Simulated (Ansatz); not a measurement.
The same path of AlBrCl3H (6 atoms, charge 0, multiplicity 1) was run twice with different band settings. Lost on the way: H5–Cl6. Made: Br2–H5.

These are results of RKS PBE-D4/def2-SVP (Ansatz), not measurements.

Relaxed end points:

```xyz
6
Properties=species:S:1:pos:R:3
Al -0.092 0.443 -0.521
Br 1.830 -0.852 -0.588
Cl -1.651 -0.112 -1.822
Cl 0.147 2.458 0.037
H 0.467 -1.240 1.257
Cl -0.699 -0.697 1.637
```

```xyz
6
Properties=species:S:1:pos:R:3
Al -0.500 0.491 -0.196
Br 1.753 -0.972 -0.352
Cl -1.558 -0.108 -1.914
Cl 0.239 2.458 -0.055
H 1.051 -1.366 0.871
Cl -0.986 -0.503 1.646
```

Common settings: spring 5.0 eV/Å²; optimiser quadratic models (default); start path through a guess of the saddle point; force threshold 0.05 eV/Å; iteration limit 60; end points relaxed.

| run | movable images | climbing image |
| --- | --- | --- |
| 1 | 5 | yes |
| 2 | 1 | no |

(1) What does each run give, and how far can it be trusted?

Answers

(1) Run 1: converged after 7 iterations, highest image 0.061 eV above the first end. A vibrational analysis at the climbing image gives one clearly imaginary mode, 222i cm⁻¹: a first-order saddle point.
Run 2: converged after 6 iterations, highest image 0.061 eV above the first end. No image climbed, so the highest image needn't sit at the top of the path. So few images can step over the top or miss a turn of the path.
The orbitals stay closed-shell, which can raise the energy where a bond breaks towards radicals; this wasn't checked here.
